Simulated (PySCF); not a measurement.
## Dipole response of Cr (chromium, neutral)

[Ar] 3d5 4s1, high-spin 7S determinant. Computed with PySCF 2.14 in x2c-QZVPPall with one added diffuse shell each of s, p, d, f, g type (12s8p6d4f3g, 121 functions), with the spin-free X2C one-electron Hamiltonian (Gaussian nucleus). Coupled (time-dependent) response in atomic units; α is the mean over directions.

| method | mean α (bohr³) | C₆ (like pair) | S(−4) |
| --- | --- | --- | --- |
| M06-2X | 81.71 | 696.4 | 5300 |

S(−4) is the Cauchy moment in α(ω) = α(0) + S(−4) ω² + …

Reference α: 83 ± 12 bohr³ (recommended; Schwerdtfeger and Nagle, table of static dipole polarizabilities (2023 update)). Published C₆: 602.0 (Chu and Dalgarno (2004); Tang, Norbeck and Certain (1976)).

α(iu) at M06-2X:

```json
{"u (hartree)": "0", "α(iu) (bohr³)": "81.71"}
{"u (hartree)": "0.0500", "α(iu) (bohr³)": "70.53"}
{"u (hartree)": "0.100", "α(iu) (bohr³)": "51.08"}
{"u (hartree)": "0.200", "α(iu) (bohr³)": "26.60"}
{"u (hartree)": "0.300", "α(iu) (bohr³)": "16.41"}
{"u (hartree)": "0.500", "α(iu) (bohr³)": "8.754"}
{"u (hartree)": "0.750", "α(iu) (bohr³)": "5.332"}
{"u (hartree)": "1.00", "α(iu) (bohr³)": "3.748"}
{"u (hartree)": "1.50", "α(iu) (bohr³)": "2.252"}
{"u (hartree)": "2.00", "α(iu) (bohr³)": "1.537"}
{"u (hartree)": "3.00", "α(iu) (bohr³)": "0.8606"}
{"u (hartree)": "5.00", "α(iu) (bohr³)": "0.3870"}
```

A single London oscillator, α(iu) = α/(1 + u²/ω²), gives C₆ = (3/4) ω α². Matching the computed C₆ needs ω = 4 × 696.4 / (3 × 81.71²) = 0.139 hartree.
